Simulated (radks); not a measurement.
Results of a calculation; reference values are marked as such.
Problem. Valence configurations of Co III (all share [Ar]). Level of theory: non-relativistic Kohn-Sham, LDA (Slater exchange, Perdew-Wang correlation), spin-polarised, spherical densities, point nucleus; open shells are filled with parallel spins first (a radial shooting solver on a logarithmic mesh with Libxc functionals). Order these by energy: 3d5 4s2; 3d5 4s1.5 4p0.5; 3d5.5 4s1 4p0.5; 3d6 4s1; 3d6.5 4p0.5; 3d6 4p1; 3d6 4s0.5 4p0.5; 3d5 4p2; 3d7; 3d5 4s1 4p1.

Solution. From the lowest, in eV above it: 3d7 0.000; 3d6.5 4p0.5 5.856; 3d6 4s1 5.869; 3d6 4s0.5 4p0.5 9.242; 3d6 4p1 12.622; 3d5.5 4s1 4p0.5 13.397; 3d5 4s2 17.110; 3d5 4s1.5 4p0.5 19.864; 3d5 4s1 4p1 22.070; 3d5 4p2 29.429. NIST lists [Ar] 3d7 as the ground configuration; this level of theory agrees among the configurations tried. The energies are those of spherical high-spin densities, not of single terms.
